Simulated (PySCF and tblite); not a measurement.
Results of a calculation; reference values are marked as such.
C7H9FOS, numbered as in [CH:1]#[C:2][C@:3]1([F:4])[CH2:5][CH2:6][CH2:7][S@:8](=[O:9])[CH2:10]1.

Conformers came from 60 starts (ETKDG and KDG, MMFF94s, GFN2-xTB); geometries are GFN2-xTB. Free energies are PBE0-D3(BJ)/6-31G* single points with GFN2-xTB rigid-rotor and vibrational terms (modes under about 100 cm⁻¹ blended into free rotors). Symmetry numbers and mirror images are counted. Conformers within 2.5 kcal/mol (GFN2-xTB free energy) were kept, 6 at most. Run with PySCF (density fitting) and tblite.

The 6-ring runs over atoms 3–5–6–7–8–10.

```tsv
conformer	shape	symmetry	dipole D
1	6-ring twist-boat (ring torsions -41, 77, -37, -27, 65, -30°)	C1	3.26
2	6-ring chair (C2, O9 axial)	C1	2.73
3	6-ring chair (F4 axial)	C1	4.06
```

(1) Which of these conformers is the most populated at 298.15 K, and with what share?

(2) Give the DFT energies and free energies relative to the lowest, and all weights.

(3) How does its share change from 250 K to 350 K?

## Answers

(1) Conformer 3, about 87 %.

(2) 
```tsv
conformer	shape	E(DFT) kcal/mol	G(298.15 K) kcal/mol	weight %
1	6-ring twist-boat (ring torsions -41, 77, -37, -27, 65, -30°)	2.98	3.10	0.5
2	6-ring chair (C2, O9 axial)	0.84	1.17	12.1
3	6-ring chair (F4 axial)	0.00	0.00	87.4
```

(3) From 91 % to 84 %; the mixing entropy goes from 0.63 to 0.94 cal/(mol K).


Conformer gaps in 6-31G* on xTB geometries can be 2 kcal/mol off for S=O, P=O and other polar bonds.